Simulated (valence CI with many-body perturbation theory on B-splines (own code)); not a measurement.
**Sm⁴⁹⁺: calculated level list**

Computed by configuration interaction combined with many-body perturbation theory (CI+MBPT): three valence electrons over a frozen Dirac-Fock core [Ne], radial functions for each j: 11 s, 11 p, 10 d, 8 f, 5 g, 2 h, with the one-electron correlation potential Σ1, the two-electron term Σ2, the three-electron term Σ3, Breit, model QED; selected CI, second order for the rest, scaled by the run's own slope (own B-spline code, finite nucleus).

No measured spectrum was set against this ion. As an estimate, large intervals hold to a few tenths of a per cent, small ones and those within an open d or f shell to about a per cent.

Levels 46 to 90 of 158, with energies above the lowest level, (3s^2 3p1/2) J=1/2. "Leading %" is the weight of the configuration and term that name the level; weights of strongly mixed levels are sums over their largest components and can fall short. In the jj column 3d3/2^4 stands for four electrons in 3d with j = 3/2. Lifetimes count E1, E2, E3, M1 and M2 decay at the calculated energies, and are blank where another channel may lead or the interval is too uncertain; long ones can be off by a factor of two.

```csv
No.,Configuration,Term,J,E (× 10³ cm⁻¹),Leading %,Lifetime,g,Leading jj
46,3p3,2P°,3/2,6084.8,49,666 fs,1.264,3p3/2^3 (92 %)
47,3p2 3d,2D,3/2,6092.8,39,1.01 ps,1.110,3p1/2 3p3/2 3d3/2 (86 %)
48,3p2 3d,2D,5/2,6100.1,27,1.12 ps,1.185,3p1/2 3p3/2 3d3/2 (79 %)
49,3p2 3d,4P,1/2,6125.3,35,1.17 ps,1.704,3p1/2 3p3/2 3d3/2 (88 %)
50,3p2 3d,4D,7/2,6177.8,46,2.41 ps,1.296,3p1/2 3p3/2 3d5/2 (98 %)
51,3p2 3d,2G,9/2,6234.6,58,4.02 ps,1.183,3p1/2 3p3/2 3d5/2 (93 %)
52,3p2 3d,2P,3/2,6254.4,49,2.08 ps,1.371,3p1/2 3p3/2 3d5/2 (91 %)
53,3p2 3d,2D,5/2,6277.9,38,2.53 ps,1.141,3p1/2 3p3/2 3d5/2 (87 %)
54,3s 3d2,4F,3/2,6311.9,81,946 fs,0.496,3s 3d3/2^2 (86 %)
55,3p2 3d,2F,7/2,6362.9,48,2.62 ps,1.096,3p1/2 3p3/2 3d5/2 (80 %)
56,3s 3d2,4F,5/2,6385.7,49,963 fs,1.105,3s 3d3/2^2 (58 %)
57,3p2 3d,2F,5/2,6395.1,22,1.22 ps,1.161,3p1/2 3p3/2 3d5/2 (63 %)
58,3p2 3d,2P,1/2,6450.1,50,2.52 ps,1.231,3p1/2 3p3/2 3d5/2 (85 %)
59,3p2 3d,2D,3/2,6470.1,61,1.61 ps,0.914,3p1/2 3p3/2 3d5/2 (89 %)
60,3s 3d2,4P,1/2,6510.1,70,762 fs,2.402,3s 3d3/2^2 (78 %)
61,3s 3d2,4F,7/2,6587.1,91,1.36 ps,1.218,3s 3d3/2 3d5/2 (87 %)
62,3s 3d2,4P,5/2,6631.8,33,1.26 ps,1.245,3s 3d3/2 3d5/2 (87 %)
63,3s 3d2,4P,3/2,6661.2,87,1.37 ps,1.594,3s 3d3/2 3d5/2 (98 %)
64,3s 3d2,4F,9/2,6683.9,57,1.58 ps,1.238,3s 3d3/2 3d5/2 (79 %)
65,3s 3d2,2G,7/2,6751.6,70,1.74 ps,0.965,3s 3d3/2 3d5/2 (92 %)
66,3s 3d2,2F,5/2,6753.1,50,1.09 ps,1.135,3s 3d3/2 3d5/2 (78 %)
67,3s 3d2,2D,3/2,6766.1,45,1.17 ps,1.052,3s 3d3/2 3d5/2 (75 %)
68,3s 3d2,2P,1/2,6832.6,57,924 fs,1.154,3s 3d3/2 3d5/2 (69 %)
69,3s 3d2,2G,9/2,6910.2,54,2.85 ps,1.205,3s 3d5/2^2 (83 %)
70,3s 3d2,2D,5/2,6993.1,52,2.37 ps,1.278,3s 3d5/2^2 (91 %)
71,3s 3d2,2F,7/2,7024.1,54,2.93 ps,1.115,3s 3d5/2^2 (79 %)
72,3s 3d2,2P,3/2,7079.3,55,2.17 ps,1.166,3s 3d5/2^2 (80 %)
73,3s 3d2,2S,1/2,7191.3,68,2.14 ps,1.769,3s 3d5/2^2 (83 %)
74,3p 3d2,4G°,5/2,7210.9,57,5.60 ps,0.720,3p1/2 3d3/2^2 (98 %)
75,3p2 3d,2D,3/2,7308.6,40,688 fs,1.086,3p3/2^2 3d3/2 (94 %)
76,3p2 3d,2D,5/2,7354.6,26,709 fs,1.187,3p3/2^2 3d3/2 (85 %)
77,3p2 3d,2P,1/2,7394.6,39,649 fs,1.413,3p3/2^2 3d3/2 (85 %)
78,3p2 3d,2F,7/2,7403.7,55,742 fs,1.085,3p3/2^2 3d3/2 (92 %)
79,3p 3d2,4F°,3/2,7472.9,43,971 fs,0.711,3p1/2 3d3/2^2 (94 %)
80,3p 3d2,4D°,1/2,7474.6,45,1.68 ps,0.647,3p1/2 3d3/2^2 (96 %)
81,3p2 3d,2D,3/2,7511.0,65,721 fs,0.906,3p3/2^2 3d3/2 (92 %)
82,3p2 3d,4F,9/2,7513.1,56,1.20 ps,1.229,3p3/2^2 3d5/2 (97 %)
83,3p2 3d,2F,7/2,7536.9,48,1.04 ps,1.222,3p3/2^2 3d5/2 (90 %)
84,3p 3d2,4G°,7/2,7549.0,62,7.07 ps,1.008,3p1/2 3d3/2 3d5/2 (98 %)
85,3p 3d2,2D°,5/2,7579.5,26,4.96 ps,1.062,3p1/2 3d3/2 3d5/2 (98 %)
86,3p 3d2,4D°,3/2,7628.6,43,4.18 ps,1.177,3p1/2 3d3/2 3d5/2 (95 %)
87,3p2 3d,2P,1/2,7632.8,42,877 fs,1.431,3p3/2^2 3d5/2 (86 %)
88,3p 3d2,4P°,1/2,7642.4,48,4.57 ps,1.761,3p1/2 3d3/2 3d5/2 (100 %)
89,3p 3d2,2H°,9/2,7656.8,45,6.55 ps,1.038,3p1/2 3d3/2 3d5/2 (97 %)
90,3p2 3d,2D,5/2,7712.1,77,1.10 ps,1.199,3p3/2^2 3d5/2 (98 %)
```

Where two levels of one J and parity lie close, their mixing, g and order are uncertain.
